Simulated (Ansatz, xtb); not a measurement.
Relative energy of two isomers of C6H5ClOS

Structure a is `Cc1ccc(C(=O)Cl)s1`, a singlet and structure b is `Cc1ccsc1C(=O)Cl`, a singlet. Both are isolated molecules in the gas phase, relaxed with B3LYP-D3(BJ)/def2-SVP; the shapes shown needn't be the lowest conformers.

a (Å):

```xyz
14

C    -1.1761   -2.1256   -0.8791
C    -0.8142   -0.7501   -0.4135
C    -0.9189    0.4365   -1.1155
C    -0.4878    1.5657   -0.3772
C    -0.0528    1.2361    0.8932
C     0.4652    2.0711    1.9670
Cl    0.5341    3.8312    1.5227
O     0.8235    1.7085    3.0448
S    -0.1780   -0.4846    1.1769
H    -1.5582   -2.0855   -1.9089
H    -0.3056   -2.8013   -0.8627
H    -1.9543   -2.5772   -0.2424
H    -1.2980    0.4843   -2.1373
H    -0.4882    2.5908   -0.7449
```

b (Å):

```yaml
atoms:
  - { symbol: C, position_ang: [-1.6516, -1.1535, -0.1791] }
  - { symbol: C, position_ang: [-0.5860, -0.1059, -0.2980] }
  - { symbol: C, position_ang: [0.3604, -0.0498, -1.3594] }
  - { symbol: C, position_ang: [1.2388, 1.0052, -1.2483] }
  - { symbol: C, position_ang: [-0.3867, 0.9389, 0.6073] }
  - { symbol: C, position_ang: [-1.1823, 1.1689, 1.8019] }
  - { symbol: Cl, position_ang: [-0.6413, 2.6271, 2.7525] }
  - { symbol: O, position_ang: [-2.1054, 0.5163, 2.1839] }
  - { symbol: S, position_ang: [0.9471, 1.9637, 0.1452] }
  - { symbol: H, position_ang: [-1.5565, -1.7101, 0.7658] }
  - { symbol: H, position_ang: [-1.5955, -1.8614, -1.0177] }
  - { symbol: H, position_ang: [-2.6540, -0.6989, -0.1614] }
  - { symbol: H, position_ang: [0.3853, -0.7712, -2.1773] }
  - { symbol: H, position_ang: [2.0504, 1.2649, -1.9272] }
```

Quicker runs give these differences E(b) − E(a): GFN2-xTB −0.038 eV; HF/STO-3G +0.046 eV (at GFN2-xTB geometries); r2SCAN-D4/def2-SVP +0.007 eV (at GFN2-xTB geometries).

**Question.** Which of the two would you expect CCSD(T)/def2-SVP + ΔMP2/def2-TZVPP electronic energies to favour?

**Answer.** Too close to call at this level: CCSD(T)/def2-SVP + ΔMP2/def2-TZVPP gives E(b) − E(a) = +0.004 eV.

How the difference moves with the method:

```csv
level,geometry,E(b) − E(a) (eV),departure from the last row (eV),"job, with rough time for the two"
GFN2-xTB,GFN2-xTB,−0.038,−0.042,"optimisation, 0.26 s"
HF/STO-3G,GFN2-xTB,+0.046,+0.042,"single point, 0.66 s"
r2SCAN-D4/def2-SVP,GFN2-xTB,+0.007,+0.003,"single point, 6.6 s"
B3LYP-D3(BJ)/def2-SVP,B3LYP-D3(BJ)/def2-SVP,+0.006,+0.002,"optimisation, 55 s"
HF/def2-SVP,B3LYP-D3(BJ)/def2-SVP,+0.089,+0.085,part of the CCSD(T) run
MP2/def2-SVP,B3LYP-D3(BJ)/def2-SVP,+0.020,+0.017,part of the CCSD(T) run
CCSD(T)/def2-SVP,B3LYP-D3(BJ)/def2-SVP,+0.022,+0.018,single point
CCSD(T)/def2-SVP + ΔMP2/def2-TZVPP,B3LYP-D3(BJ)/def2-SVP,+0.004,,"single point, 2.9 min"
```

As drawn, both hold the same kinds of bond in the same numbers.

The largest departure from CCSD(T)/def2-SVP + ΔMP2/def2-TZVPP is that of HF/def2-SVP, 0.085 eV. The last row adds to CCSD(T) the change of the MP2 difference between the two basis sets, here −0.018 eV.

With thermal terms from frequencies at re-optimised GFN2-xTB minima (ideal gas, soft modes damped towards free rotors, one conformer each, 298.15 K, 1 atm): the zero-point term adds +0.003 eV; ΔH is +0.003 and ΔG +0.015 eV.

The correlated steps freeze 17 core orbitals. Run with Ansatz 0.2.0, xtb 6.7.1; the last row on 4 threads of Arm Neoverse V1 on a shared host.
